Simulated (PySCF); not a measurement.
C2H3BO. Atoms are numbered in the order given.

```xyz
7

B      0.5205     0.6713     0.0000
C      0.1146    -0.8046     0.0000
C     -0.1574    -1.9918     0.0000
H     -0.4050    -3.0375     0.0000
H      1.6913     0.9801     0.0000
O     -0.4431     1.6203     0.0000
H     -0.0871     2.5175     0.0000
```
Charge 0, spin multiplicity 1.

The structure is a stationary point at B3LYP-D3(BJ)/def2-SVP. One conformer was computed; it need not be the lowest.

All values below come from PBE0/pcSseg-2 run with PySCF.

GIAO shieldings, no solvent; atoms alike by connectivity are averaged. δ = σ(ref) − σ: ¹¹B against BF3 (σ = 88.8 ppm); ¹³C against TMS (σ = 186.1 ppm); ¹H against TMS (σ = 31.54 ppm); ¹⁷O against H2O (σ = 327.8 ppm), references at their B3LYP-D3(BJ)/def2-TZVP geometries, non-relativistic.

Computed chemical shifts:
| nucleus | atoms | count | δ (ppm) |
|---|---|---|---|
| ¹¹B | B1 | 1 | 26.6 |
| ¹³C | C3 | 1 | 109.2 |
| ¹³C | C2 | 1 | 97.1 |
| ¹H | H7 | 1 | 6.19 |
| ¹H | H5 | 1 | 5.27 |
| ¹H | H4 | 1 | 3.11 |
| ¹⁷O | O6 | 1 | 199.4 |
